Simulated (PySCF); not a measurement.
**Energy of In⁺ (indium, charge +1) between two integer charges**

The 5s beta orbital of [Kr] 4d10 5s2 is emptied in steps (occupation f), with all orbitals relaxed, ending at [Kr] 4d10 5s1. All numbers are calculated (PySCF 2.14, scalar relativity through the core potential, in aug-cc-pVTZ-PP with ECP28MDF (6s5p4d2f, 55 functions)). The exact energy is a straight line in f; departures are measured from the line between the end points of the same method.

```tsv
f	UHF (eV)	LDA (eV)	PBE (eV)	PBE0 (eV)	r2SCAN (eV)	LC-wPBE (eV)	BHandHLYP (eV)	wB97X (eV)	TPSS (eV)	CAM-B3LYP (eV)
1	0.000	0.000	0.000	0.000	0.000	0.000	0.000	0.000	0.000	0.000
0.9	0.024	-0.372	-0.367	-0.265	-0.324	-0.025	-0.181	-0.070	-0.352	-0.161
0.7	0.054	-0.869	-0.860	-0.620	-0.756	-0.057	-0.425	-0.160	-0.826	-0.378
0.5	0.063	-1.037	-1.028	-0.740	-0.896	-0.071	-0.510	-0.184	-0.991	-0.453
0.3	0.051	-0.872	-0.867	-0.623	-0.749	-0.063	-0.434	-0.145	-0.841	-0.385
0.1	0.021	-0.374	-0.372	-0.267	-0.320	-0.029	-0.189	-0.050	-0.364	-0.168
0	0.000	0.000	0.000	0.000	0.000	0.000	0.000	0.000	0.000	0.000
```

Q: For wB97X, how does the orbital energy at f = 1 compare with the removal energy?

A: −ε = 18.095 eV against a total-energy difference of 18.870 eV. By Janak's theorem ε = ∂E/∂f, so the gap between them reflects the curvature. Along the path −ε is 18.255 (f = 0.9), 18.582 (f = 0.7), 18.911 (f = 0.5), 19.220 (f = 0.3), 19.427 (f = 0.1) eV.

```csv
method,E(f=0) − E(f=1) (eV),−ε at f=1 (eV),−ε at f=0.5 (eV)
UHF,17.012,17.282,17.003
LDA,19.496,15.371,19.488
PBE,19.048,14.980,19.026
PBE0,18.716,15.776,18.708
r2SCAN,18.795,15.192,18.832
LC-wPBE,18.495,18.221,18.477
BHandHLYP,18.578,16.574,18.553
wB97X,18.870,18.095,18.911
TPSS,18.772,14.871,18.728
CAM-B3LYP,18.978,17.199,18.957
```

As f goes to zero the orbital energy of a semilocal functional can turn back, because the density of that orbital vanishes from the exchange-correlation potential.

Reference removal energy between the ground levels: 18.870 eV (measured; NIST Atomic Spectra Database, ionization energies). UHF lacks correlation.
